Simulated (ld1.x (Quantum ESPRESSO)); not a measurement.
## Configuration tests for Ru (TM)

Ru, norm-conserving Troullier–Martins (Kleinman–Bylander form), made with ld1.x (Quantum ESPRESSO) 7.5 (PBE, scalar-relativistic). Core [Ar] 3d10, reference 4s2 4p6 4d6 5s0 5p0 (charge +2). Waves: 4s (bound): rc 1.45 bohr; 4p (bound): rc 1.55 bohr; 4d (bound): rc 2.15 bohr. Local part: the d channel. Core correction: none.

Energies are relative to the spin-unpolarised reference configuration 4s2 4p6 4d6 5s0 5p0; without spin polarisation the order of configurations can differ from experiment. The frozen-core shift is the all-electron ΔE with the core orbitals held at their reference shape minus the fully relaxed ΔE.

```tsv
valence configuration	charge	ΔE all-electron (eV)	error AE − PS (meV)	frozen-core shift (meV)
4s2 4p6 4d7 5s1 5p0	0	-25.479	+166	-0.1
4s2 4p6 4d7 5s0 5p0	+1	-18.186	-6.7	+1.7
4s2 4p6 4d5 5s0 5p0	+3	30.623	-2.9	-1.0
4s2 4p5 4d7 5s1 5p0	+1	26.912	+316	+21
4s2 4p6 4d6 5s2 5p0	0	-23.778	+478	-3.6
```

(1) What are ΔE and the potential's error for 4s1 4p6 4d7 5s1 5p0?

(2) What are ΔE and the potential's error for 4s2 4p6 4d8 5s0 5p0?

Levels in the configuration 4s1 4p6 4d7 5s1 5p0:

| level | all-electron (eV) | pseudo (eV) |
| --- | --- | --- |
| 4s | -89.548 | -89.464 |
| 4p | -59.215 | -59.089 |
| 4d | -16.497 | -16.273 |
| 5s | -11.928 | -12.229 |

Results:

(1) ΔE = 57.211 eV all-electron; the error (AE − PS) is +271 meV.

(2) ΔE = -25.811 eV all-electron; the error (AE − PS) is -25 meV.

A variational frozen-core shift is positive and of second order in the change. This column holds negative values, so the frozen-core run of ld1.x carries numerical noise or an error of first order here, and the column gives no more than the rough size of the effect.
